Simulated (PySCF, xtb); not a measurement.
Se(I)(OMe) (CH3IOSe), SMILES [Se](OC)I.

GFN2-xTB (xtb) at its own geometry gives an orbital gap of 2.83 eV and a dipole moment of 4.49 D.

Geometry optimised at B3LYP-D3(BJ)/def2-SVP. The def2 effective core potentials stand for the cores of I; spin–orbit coupling is left out. Other conformers were not sampled.

Task: What does PBE/def2-TZVP in PySCF give? (Estimate from the structure and the level; the computed values follow.)

Result: gap 1.91 eV (levels -5.42 and -3.51 eV), dipole 1.60 D.
